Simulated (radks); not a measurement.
Question: Coherent X-ray form factor from a spherical all-electron density. All-electron calculation, scalar-relativistic Kohn-Sham, r2SCAN, spin-unpolarised, spherical densities, finite nucleus; meta-GGA in the generalised Kohn-Sham scheme; Fermi nuclear charge, rms radius of each element as measured or else 0.836 A^(1/3) + 0.57 fm. Program: a radial shooting solver on a logarithmic mesh with Libxc functionals.

sin(theta)/lambda (1/angstrom),f0 (electrons)
0.05,3.861
0.1,3.497
0.15,3.032
0.2,2.586
0.25,2.227
0.3,1.968
0.4,1.674
0.5,1.521
0.6,1.401
0.8,1.153
1,0.908
1.25,0.651
1.5,0.462
2,0.237

The species is in the configuration that NIST lists as its ground one. Which atom or ion scatters so?

Answer: The boron ion B+, [He] 2s2. Extrapolating in s^2 from the first two rows gives f0(0) = 4.0, near the electron count 4; among species with that count, the fall with angle is slower the higher Z, and the table is that of Z = 5; from so few rows the species is fixed only to a neighbour or two.
